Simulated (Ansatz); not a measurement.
One change: `[AsH2]CB1CC1` becomes `CB1CC1`.

Ansatz, PBE0-D4/def2-TZVP geometries, multiplicity 1. Each molecule was computed in one conformer, which needn't be the lowest.

Scalar relativity is left out up to krypton.

```tsv
property	`[AsH2]CB1CC1`
HOMO–LUMO gap (ωB97M-V/def2-TZVPP) / eV	10.45
LUMO energy (B3LYP/def2-TZVPP) / eV	-0.83
LUMO energy (ωB97M-V/def2-TZVPP) / eV	1.25
HOMO energy (B3LYP/def2-TZVPP) / eV	-6.71
HOMO–LUMO gap (B3LYP/def2-TZVPP) / eV	5.88
size of the dipole moment (PBE/def2-TZVPP) / D	0.67
```

Problem. What does the change do to each property? (Estimate.)

Solution. The calculation gave: 
```json
{"property": "HOMO–LUMO gap (ωB97M-V/def2-TZVPP) / eV", "`CB1CC1`": "10.62", "shift": "0.17"}
{"property": "LUMO energy (B3LYP/def2-TZVPP) / eV", "`CB1CC1`": "-0.85", "shift": "-0.02"}
{"property": "LUMO energy (ωB97M-V/def2-TZVPP) / eV", "`CB1CC1`": "1.40", "shift": "0.15"}
{"property": "HOMO energy (B3LYP/def2-TZVPP) / eV", "`CB1CC1`": "-6.74", "shift": "-0.03"}
{"property": "HOMO–LUMO gap (B3LYP/def2-TZVPP) / eV", "`CB1CC1`": "5.90", "shift": "0.02"}
{"property": "size of the dipole moment (PBE/def2-TZVPP) / D", "`CB1CC1`": "0.52", "shift": "-0.15"}
```

Dipoles are sizes alone; their direction can turn.

B3LYP here is the variant with VWN-RPA as its local correlation; programs differ in this.
